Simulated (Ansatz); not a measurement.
Ansatz (an electronic-structure program) input file for Si(F)2(NHMe)(OH) (CH5F2NOSi), SMILES CN[Si](O)(F)F, r2SCAN-D4/def2-SVP. 

Ansatz 0.2 input:
```yaml
crystal:
  periodic: [false, false, false]
  atoms:
    - {symbol: C, position_ang: [-2.39654035, -0.01635744, 0.00229643]}
    - {symbol: N, position_ang: [-1.14020539, 0.70451961, 0.02877254]}
    - {symbol: Si, position_ang: [0.40351854, -0.00490355, 0.00088440]}
    - {symbol: O, position_ang: [0.57758253, -1.14587198, -1.11302329]}
    - {symbol: F, position_ang: [1.42956039, 1.20535108, -0.19148365]}
    - {symbol: F, position_ang: [0.90194426, -0.72086937, 1.33575601]}
    - {symbol: H, position_ang: [-2.77557852, -0.21832721, 1.00823355]}
    - {symbol: H, position_ang: [-2.24919398, -0.96701698, -0.50362569]}
    - {symbol: H, position_ang: [-3.14387537, 0.56262527, -0.54326014]}
    - {symbol: H, position_ang: [-1.23407967, 1.61146041, 0.45912912]}
    - {symbol: H, position_ang: [0.50994591, -0.94694381, -2.04230947]}
basis:
  gaussian:
    orbitals: def2-SVP
hamiltonian:
  xc: r2scan
  dispersion: d4
relax: {f_tol: 0.002, max_steps: 200}
```

It prints:

```
WARN ansatz: RAYON_NUM_THREADS=1 ignored (pool sized by the plan → 1); use --threads N
Functional definition: r2SCAN
integrals: 0.06 GiB planned
1255 factors; their error is unknown
mean field: 0.34 GiB planned
mean field evaluation 1: about -17944.8815 eV, gradient 8.0e1 eV
mean field evaluation 2: about -17930.6663 eV, gradient 1.2e2 eV
mean field evaluation 4: about -17956.5565 eV, gradient 4.9e0 eV
mean field evaluation 8: about -17956.6038 eV, gradient 7.6e-2 eV
mean field evaluation 16: about -17956.5247 eV, gradient 1.2e-4 eV
mean field -17956.52473847 eV, -659.8901127692 hartree, gradient 3.3e-5 eV, S^2 0.000000; 0 other end points of the search recorded, 0 dependent functions left out
the calculation of the forces begins
reference -17956.52474790 eV, -659.8901131157 hartree; 29, 29 occupied and 84, 84 virtual orbitals, 1255 factors
relax step   1: F+E_penalty+E_count = -17956.58183617 eV  Δ(F+E_penalty+E_count) = +0.000e0 eV  max|allowed force component| = 9.846e-1 eV/Å  Δτ_max = 0.0000 Å  (28 SCF iters, accepted)
these checks for a lower state are left out or cut short: starts, cluster_reference, orbital_swaps, neighbouring_geometries, increment
integrals: 0.06 GiB planned
1255 factors; their error is unknown
mean field: 0.34 GiB planned
mean field -17956.57397660 eV, -659.8919222369 hartree, gradient 1.0e-5 eV, S^2 0.000000; 0 other end points of the search recorded, 0 dependent functions left out
the calculation of the forces begins
reference -17956.57398604 eV, -659.8919225840 hartree; 29, 29 occupied and 84, 84 virtual orbitals, 1255 factors
relax step   2: F+E_penalty+E_count = -17956.63105154 eV  Δ(F+E_penalty+E_count) = -4.922e-2 eV  max|allowed force component| = 5.698e-1 eV/Å  Δτ_max = 0.0388 Å  (31 SCF iters, accepted)
these checks for a lower state are left out or cut short: starts, cluster_reference, orbital_swaps, neighbouring_geometries, increment
integrals: 0.06 GiB planned
1255 factors; their error is unknown
mean field: 0.34 GiB planned
mean field evaluation 32: about -17956.5905 eV, gradient 9.4e-6 eV
mean field -17956.59050099 eV, -659.8925294972 hartree, gradient 9.4e-6 eV, S^2 0.000000; 0 other end points of the search recorded, 0 dependent functions left out
the calculation of the forces begins
reference -17956.59051042 eV, -659.8925298436 hartree; 29, 29 occupied and 84, 84 virtual orbitals, 1255 factors
relax step   3: F+E_penalty+E_count = -17956.64761343 eV  Δ(F+E_penalty+E_count) = -1.656e-2 eV  max|allowed force component| = 1.284e-1 eV/Å  Δτ_max = 0.0618 Å  (31 SCF iters, accepted)
these checks for a lower state are left out or cut short: starts, cluster_reference, orbital_swaps, neighbouring_geometries, increment
integrals: 0.06 GiB planned
1255 factors; their error is unknown
mean field: 0.34 GiB planned
mean field -17956.59537138 eV, -659.8927084807 hartree, gradient 9.3e-6 eV, S^2 0.000000; 0 other end points of the search recorded, 0 dependent functions left out
the calculation of the forces begins
reference -17956.59538077 eV, -659.8927088258 hartree; 29, 29 occupied and 84, 84 virtual orbitals, 1255 factors
relax step   4: F+E_penalty+E_count = -17956.65254878 eV  Δ(F+E_penalty+E_count) = -4.935e-3 eV  max|allowed force component| = 1.577e-1 eV/Å  Δτ_max = 0.0651 Å  (30 SCF iters, accepted)
these checks for a lower state are left out or cut short: starts, cluster_reference, orbital_swaps, neighbouring_geometries, increment
integrals: 0.06 GiB planned
1255 factors; their error is unknown
mean field: 0.34 GiB planned
mean field -17956.59570174 eV, -659.8927206213 hartree, gradient 1.1e-5 eV, S^2 0.000000; 0 other end points of the search recorded, 0 dependent functions left out
the calculation of the forces begins
reference -17956.59571111 eV, -659.8927209655 hartree; 29, 29 occupied and 84, 84 virtual orbitals, 1255 factors
relax step   5: F+E_penalty+E_count = -17956.65292703 eV  Δ(F+E_penalty+E_count) = -3.783e-4 eV  max|allowed force component| = 1.055e-1 eV/Å  Δτ_max = 0.0997 Å  (29 SCF iters, accepted)
these checks for a lower state are left out or cut short: starts, cluster_reference, orbital_swaps, neighbouring_geometries, increment
integrals: 0.06 GiB planned
1255 factors; their error is unknown
mean field: 0.34 GiB planned
mean field -17956.59780084 eV, -659.8927977616 hartree, gradient 8.6e-6 eV, S^2 0.000000; 0 other end points of the search recorded, 0 dependent functions left out
the calculation of the forces begins
reference -17956.59781021 eV, -659.8927981062 hartree; 29, 29 occupied and 84, 84 virtual orbitals, 1255 factors
relax step   6: F+E_penalty+E_count = -17956.65500079 eV  Δ(F+E_penalty+E_count) = -2.074e-3 eV  max|allowed force component| = 4.773e-2 eV/Å  Δτ_max = 0.0374 Å  (30 SCF iters, accepted)
these checks for a lower state are left out or cut short: starts, cluster_reference, orbital_swaps, neighbouring_geometries, increment
integrals: 0.06 GiB planned
1255 factors; their error is unknown
mean field: 0.34 GiB planned
mean field -17956.59829972 eV, -659.8928160953 hartree, gradient 8.4e-6 eV, S^2 0.000000; 0 other end points of the search recorded, 0 dependent functions left out
the calculation of the forces begins
reference -17956.59830909 eV, -659.8928164397 hartree; 29, 29 occupied and 84, 84 virtual orbitals, 1255 factors
relax step   7: F+E_penalty+E_count = -17956.65548592 eV  Δ(F+E_penalty+E_count) = -4.851e-4 eV  max|allowed force component| = 2.085e-2 eV/Å  Δτ_max = 0.0241 Å  (30 SCF iters, accepted)
these checks for a lower state are left out or cut short: starts, cluster_reference, orbital_swaps, neighbouring_geometries, increment
integrals: 0.06 GiB planned
1255 factors; their error is unknown
mean field: 0.34 GiB planned
mean field evaluation 64: about -17956.5984 eV, gradient 6.8e-5 eV
mean field -17956.59844128 eV, -659.8928212973 hartree, gradient 8.5e-6 eV, S^2 0.000000; 0 other end points of the search recorded, 0 dependent functions left out
the calculation of the forces begins
reference -17956.59845064 eV, -659.8928216416 hartree; 29, 29 occupied and 84, 84 virtual orbitals, 1255 factors
relax step   8: F+E_penalty+E_count = -17956.65563386 eV  Δ(F+E_penalty+E_count) = -1.479e-4 eV  max|allowed force component| = 1.615e-2 eV/Å  Δτ_max = 0.0076 Å  (32 SCF iters, accepted)
these checks for a lower state are left out or cut short: starts, cluster_reference, orbital_swaps, neighbouring_geometries, increment
integrals: 0.06 GiB planned
1255 factors; their error is unknown
mean field: 0.34 GiB planned
mean field -17956.59846974 eV, -659.8928223435 hartree, gradient 1.8e-5 eV, S^2 0.000000; 0 other end points of the search recorded, 0 dependent functions left out
the calculation of the forces begins
reference -17956.59847911 eV, -659.8928226878 hartree; 29, 29 occupied and 84, 84 virtual orbitals, 1255 factors
relax step   9: F+E_penalty+E_count = -17956.65565896 eV  Δ(F+E_penalty+E_count) = -2.510e-5 eV  max|allowed force component| = 1.075e-2 eV/Å  Δτ_max = 0.0052 Å  (23 SCF iters, accepted)
these checks for a lower state are left out or cut short: starts, cluster_reference, orbital_swaps, neighbouring_geometries, increment
integrals: 0.06 GiB planned
1255 factors; their error is unknown
mean field: 0.34 GiB planned
mean field -17956.59848623 eV, -659.8928229495 hartree, gradient 2.5e-5 eV, S^2 0.000000; 0 other end points of the search recorded, 0 dependent functions left out
the calculation of the forces begins
reference -17956.59849560 eV, -659.8928232939 hartree; 29, 29 occupied and 84, 84 virtual orbitals, 1255 factors
relax step  10: F+E_penalty+E_count = -17956.65567142 eV  Δ(F+E_penalty+E_count) = -1.246e-5 eV  max|allowed force component| = 3.384e-3 eV/Å  Δτ_max = 0.0060 Å  (22 SCF iters, accepted)
these checks for a lower state are left out or cut short: starts, cluster_reference, orbital_swaps, neighbouring_geometries, increment
integrals: 0.06 GiB planned
1255 factors; their error is unknown
mean field: 0.34 GiB planned
mean field -17956.59848857 eV, -659.8928230352 hartree, gradient 1.1e-5 eV, S^2 0.000000; 0 other end points of the search recorded, 0 dependent functions left out
the calculation of the forces begins
reference -17956.59849794 eV, -659.8928233796 hartree; 29, 29 occupied and 84, 84 virtual orbitals, 1255 factors
relax step  11: F+E_penalty+E_count = -17956.65567354 eV  Δ(F+E_penalty+E_count) = -2.127e-6 eV  max|allowed force component| = 2.039e-3 eV/Å  Δτ_max = 0.0028 Å  (23 SCF iters, accepted)
these checks for a lower state are left out or cut short: starts, cluster_reference, orbital_swaps, neighbouring_geometries, increment
integrals: 0.06 GiB planned
1255 factors; their error is unknown
mean field: 0.34 GiB planned
mean field -17956.59848906 eV, -659.8928230534 hartree, gradient 1.5e-5 eV, S^2 0.000000; 0 other end points of the search recorded, 0 dependent functions left out
the calculation of the forces begins
reference -17956.59849843 eV, -659.8928233978 hartree; 29, 29 occupied and 84, 84 virtual orbitals, 1255 factors
relax step  12: F+E_penalty+E_count = -17956.65567440 eV  Δ(F+E_penalty+E_count) = -8.561e-7 eV  max|allowed force component| = 1.149e-3 eV/Å  Δτ_max = 0.0005 Å  (21 SCF iters, accepted)
integrals: 0.06 GiB planned
1255 factors; their error is unknown
mean field: 0.34 GiB planned
mean field evaluation 96: about -17956.4883 eV, gradient 9.7e0 eV
mean field -17956.59848906 eV, -659.8928230534 hartree, gradient 1.5e-5 eV, S^2 0.000000; 1 other end points of the search recorded, 0 dependent functions left out
the calculation of the forces begins
reference -17956.59849843 eV, -659.8928233978 hartree; 29, 29 occupied and 84, 84 virtual orbitals, 1255 factors
Total energy: -17956.65568377 eV, -659.8949249203 hartree
Atom 0 at    -2.359844    -0.032094    -0.001835 Å, force     0.000925     0.000324    -0.000864 eV/Å
Atom 1 at    -1.110394     0.705719     0.072404 Å, force    -0.000747    -0.000174     0.000537 eV/Å
Atom 2 at     0.433402     0.008863     0.024916 Å, force     0.000462    -0.000458    -0.000488 eV/Å
Atom 3 at     0.562983    -1.134045    -1.143117 Å, force     0.000072     0.000488     0.001149 eV/Å
Atom 4 at     1.474252     1.227181    -0.151867 Å, force    -0.000209    -0.000305     0.000034 eV/Å
Atom 5 at     0.896250    -0.760086     1.361843 Å, force     0.000017     0.000013     0.000056 eV/Å
Atom 6 at    -2.831169    -0.195390     0.984850 Å, force     0.000132    -0.000083     0.000649 eV/Å
Atom 7 at    -2.170912    -1.022563    -0.443823 Å, force    -0.000033    -0.000296     0.000012 eV/Å
Atom 8 at    -3.093414     0.479314    -0.648554 Å, force    -0.000369     0.000157    -0.000282 eV/Å
Atom 9 at    -1.197892     1.658797     0.412974 Å, force    -0.000021     0.000312    -0.000005 eV/Å
Atom 10 at     0.279816    -0.872030    -2.026420 Å, force    -0.000229     0.000023    -0.000798 eV/Å
Dipole moment:    -0.629829     0.211853    -0.332073 e Å
```

Self-consistency was reached.
